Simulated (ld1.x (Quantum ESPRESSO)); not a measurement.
## C, ultrasoft: configuration errors across variants

| Quantity | Value |
| --- | --- |
| Element | carbon |
| Generator | ld1.x (Quantum ESPRESSO) 7.5 |
| Type | ultrasoft |
| Functional | PBEsol |
| Relativity | scalar-relativistic |
| Frozen core | [He] |
| Valence charge | 4 |
| Reference configuration | 2s2 2p2 |
| Partial waves | 2s (bound): rcut 0.95, rcutus 1.20 bohr; 2s channel at 0.1 Ry: rcut 0.95, rcutus 1.20 bohr; 2p (bound): rcut 1.85, rcutus 2.10 bohr; 2p channel at 1.6 Ry: rcut 1.85, rcutus 2.10 bohr; 3d channel at 0.15 Ry: rcut 1.50, rcutus 2.05 bohr; 3d channel at 1.75 Ry: rcut 1.50, rcutus 2.05 bohr |
| Local potential | all-electron potential smoothed inside 2.10 bohr (lloc = -1) |
| Core correction | Bessel-smoothed model core inside 0.95 bohr |
| Augmentation charge | PSQ, radius 0.90 bohr |

All-electron excitation energies from the reference (eV): (1) 2s2 2p1 10.789; (2) 2s2 2p0 34.807; (3) 2s1 2p0 82.771; (4) 2s1 2p2 19.502; (5) 2s1 2p3 8.427; (6) 2s2 2p2.3 -1.144; (7) 2s0 2p4 16.873.

The overlap operator is not positive definite (basis up to 400 Ry) in “local potential all-electron potential smoothed inside 1.16 bohr (lloc = -1)”. Such files are unfit for use, however small their errors in these radial tests.

1 further variants failed, have other tests or too few solved ones, and are left out.

Errors AE − PS in meV (a dash: test not solved or not reliable):

```csv
change,(1),(2),(3),(4),(5),(6),(7),bound ghosts
base,+6.3,+21,+51,+1.9,+5.3,+0.4,+21,none
"all radii but the core radius scaled by about 1.39 (s 1.66, p 2.92, d 2.84 bohr, rcut 1.32/2.56/2.08); local potential all-electron potential smoothed inside 2.92 bohr (lloc = -1); augmentation PSQ, radius 1.24 bohr",-1.5,+8.3,+76,-0.4,-0.5,-1.3,-2.4,none
local potential all-electron potential smoothed inside 1.10 bohr (lloc = -2),+6.7,+19,+47,+2.9,+5.2,+0.6,+21,none
local potential all-electron potential smoothed inside 1.16 bohr (lloc = -1),+12,+19,+48,+12,+5.2,+1.1,+21,not determined (overlap not positive)
"wave 2s channel at 0.1 Ry: rcut 0.95, rcutus 1.20 bohr becomes 2s channel at 0.64 Ry: rcut 0.95, rcutus 1.20 bohr",+6.3,+21,+51,+1.9,+5.3,+0.4,+21,none
"waves 3d channel at 0.15 Ry: rcut 1.50, rcutus 2.96 bohr; 3d channel at 1.75 Ry: rcut 1.50, rcutus 2.96 bohr",+6.3,+21,+51,+1.9,+5.3,+0.4,+21,none
core correction Bessel-smoothed model core inside 1.42 bohr,+9.2,+68,+179,-0.4,+2.1,+0.4,+9.3,none
```

Question: Give the same row for: waves 2s (bound): rcut 0.95, rcutus 1.76 bohr; 2s channel at 0.1 Ry: rcut 0.95, rcutus 1.76 bohr.

Answer: +4.9, +18, +69, +3.0, +2.7, +0.4, +11; bound ghosts: none.
